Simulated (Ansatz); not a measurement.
**Cost against result**

Saddle point of BNH$_{4}$F$_{2}$, closed shell (BHF₂ ([F][BH][F]) + NH₃ → BNH₂F₂ ([NH2][B]([F])[F]) + H₂; bonds formed: H2–H5; dative contacts that become bonds: B1–N6; bonds broken: B1–H2, H5–N6), PBE0-D4/def2-TZVP structure:

B1  (-0.221, -0.368, -0.513)
H2  (0.518, 0.596, -1.271)
F3  (0.380, -1.552, -0.745)
F4  (-1.508, -0.217, -0.888)
H5  (0.594, 0.814, -0.267)
N6  (0.121, 0.263, 0.860)
H7  (-0.629, 0.717, 1.361)
H8  (0.746, -0.252, 1.463)
(Å)

Barriers are electronic and count from the start structure reached by relaxing down the imaginary mode.

Computed with Ansatz 0.2.0 (basis: as named in each row); correlated methods freeze the cores. B3LYP uses VWN-RPA correlation. Extrapolation: Hartree–Fock as exp(−7.88 √X), correlation as X^−2.97.

Times are rough, for one single point on 2 threads of a shared host (Arm Neoverse V2).

The estimate by CCSD(T) at an estimated basis limit (MP2 extrapolated from triple and quadruple zeta, plus CCSD(T) − MP2 in triple zeta) is 182.1 kJ/mol.

```json
{"method": "HF", "basis": "STO-3G", "time (s)": "under 1", "barrier (kJ/mol)": "309.4", "method less estimate": "127.3"}
{"method": "PBE-D4", "basis": "STO-3G", "time (s)": "under 1", "barrier (kJ/mol)": "172.0", "method less estimate": "-10.1"}
{"method": "SPW92", "basis": "def2-SVP", "time (s)": "under 1", "barrier (kJ/mol)": "120.7", "method less estimate": "-61.4"}
{"method": "B3LYP-D4", "basis": "6-31G", "time (s)": "under 1", "barrier (kJ/mol)": "202.9", "method less estimate": "20.8"}
{"method": "PBE-D4", "basis": "def2-SVP", "time (s)": "under 1", "barrier (kJ/mol)": "138.1", "method less estimate": "-44.0"}
{"method": "PBE0-D4", "basis": "def2-SVP", "time (s)": "under 1", "barrier (kJ/mol)": "156.3", "method less estimate": "-25.8"}
{"method": "SPW92", "basis": "def2-TZVPP", "time (s)": "under 1", "barrier (kJ/mol)": "133.1", "method less estimate": "-49.0"}
{"method": "PBE-D4", "basis": "def2-TZVPP", "time (s)": "1", "barrier (kJ/mol)": "149.1", "method less estimate": "-33.0"}
{"method": "BLYP-D4", "basis": "def2-TZVPP", "time (s)": "2", "barrier (kJ/mol)": "161.3", "method less estimate": "-20.8"}
{"method": "CCSD(T)", "basis": "def2-SVP", "time (s)": "2", "barrier (kJ/mol)": "184.6", "method less estimate": "2.5"}
{"method": "PBE0-D4", "basis": "def2-TZVPP", "time (s)": "2", "barrier (kJ/mol)": "163.6", "method less estimate": "-18.5"}
{"method": "B3LYP-D4", "basis": "def2-TZVPP", "time (s)": "2", "barrier (kJ/mol)": "171.7", "method less estimate": "-10.4"}
{"method": "BHLYP-D4", "basis": "def2-TZVPP", "time (s)": "2", "barrier (kJ/mol)": "189.4", "method less estimate": "7.3"}
{"method": "wB97M-V", "basis": "def2-SVP", "time (s)": "3", "barrier (kJ/mol)": "162.6", "method less estimate": "-19.5"}
{"method": "CAM-B3LYP-D4", "basis": "def2-TZVPP", "time (s)": "3", "barrier (kJ/mol)": "175.7", "method less estimate": "-6.3"}
{"method": "r2SCAN-D4", "basis": "def2-TZVPP", "time (s)": "3", "barrier (kJ/mol)": "159.4", "method less estimate": "-22.7"}
{"method": "RPA on PBE", "basis": "def2-TZVPP", "time (s)": "3", "barrier (kJ/mol)": "182.8", "method less estimate": "0.8"}
{"method": "B2PLYP", "basis": "def2-TZVPP", "time (s)": "4", "barrier (kJ/mol)": "177.7", "method less estimate": "-4.4"}
{"method": "PBE-QIDH", "basis": "def2-TZVPP", "time (s)": "4", "barrier (kJ/mol)": "176.7", "method less estimate": "-5.4"}
{"method": "r2SCAN0-D4", "basis": "def2-TZVPP", "time (s)": "4", "barrier (kJ/mol)": "169.7", "method less estimate": "-12.4"}
{"method": "wB97X-V", "basis": "def2-TZVPP", "time (s)": "6", "barrier (kJ/mol)": "176.9", "method less estimate": "-5.2"}
{"method": "wB97M-V", "basis": "def2-TZVPP", "time (s)": "6", "barrier (kJ/mol)": "173.6", "method less estimate": "-8.4"}
{"method": "B97M-V", "basis": "def2-TZVPP", "time (s)": "6", "barrier (kJ/mol)": "165.3", "method less estimate": "-16.8"}
{"method": "MP2", "basis": "def2-QZVPP", "time (s)": "11", "barrier (kJ/mol)": "178.7", "method less estimate": "-3.3"}
{"method": "CCSD(T)", "basis": "def2-TZVPP", "time (s)": "51", "barrier (kJ/mol)": "183.3", "method less estimate": "1.2"}
```

All methods are single points on the PBE0-D4 structures.

The T1 diagnostic stays at or below 0.012.

The step is the kind of exchange with an N–H group that builds nitride films in atomic layer and chemical vapour deposition.

Labels in which every atom is bracketed show which atoms are joined, not bond orders.
